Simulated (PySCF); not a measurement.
# Stretching CaTe⁺

Set-up: Ca def2-SVP, Te def2-SVP with ECP28; scalar-relativistic core potentials (PySCF 2.14). Energies in eV from Ca⁺ + Te in their ground configurations at the same level. State: ²Π (doublet), unpaired electrons π ↑.

```tsv
R (Å)	M06-L	UHF-CCSD(T)	UHF	PBE
2.416	-1.966		0.3021	-1.683
2.528	-2.502	-0.988	-0.3365	-2.178
2.640	-2.801	-1.358	-0.7187	-2.450
2.725	-2.911	-1.517	-0.8809	-2.545
2.809	-2.948	-1.600	-0.9627	-2.573
2.893	-2.928	-1.624	-0.9820	-2.548
3.006	-2.836	-1.589	-0.9351	-2.455
3.146	-2.651	-1.472	-0.7960	-2.275
3.315	-2.369	-1.268	-0.5656	-2.009
3.539	-1.952		-0.3267	-1.627
```

Put a parabola through the three lowest points of the M06-L curve and estimate Re, k and ωe (reduced mass 30.56 u; 1 eV/Å² = 0.16022 mdyn/Å; ωe = 1302.8·√(k/μ) cm⁻¹).

Through R = 2.725, 2.809, 2.893 Å the second-order coefficient is 4.04 eV/Å², so Re ≈ 2.822 Å, k ≈ 1.29 mdyn/Å and ωe ≈ 268 cm⁻¹. A polynomial fit of higher order to the unrounded M06-L energies gives Re = 2.818 Å, k = 1.23 mdyn/Å, ωe = 262 cm⁻¹; anharmonicity and rounding make the difference.

The higher-order fit for each curve: M06-L: Re = 2.818 Å, ωe = 262 cm⁻¹, De = 2.95 eV; UHF-CCSD(T): Re = 2.893 Å, ωe = 235 cm⁻¹, De = 1.62 eV; UHF: Re = 2.881 Å, ωe = 250 cm⁻¹, De = 0.98 eV; PBE: Re = 2.807 Å, ωe = 256 cm⁻¹, De = 2.57 eV.

Correlated steps freeze 9 core orbitals. Correlated levels converge slowly with the basis: in double zeta they bind strong bonds too weakly, by up to about 1 eV, and carry superposition errors of some tenths. ⟨S²⟩ of the unrestricted solution departs from its pure value on part of the curve, where spin states mix. Spin–orbit coupling is left out, which matters for elements this heavy, above all for dissociation energies. For an ion De counts to the pair picked by the measured ionisation energies or electron affinities, which need not be the lowest pair at this level. The state is the lowest determinant that a PBE0 search found; another state may lie lower at other levels.
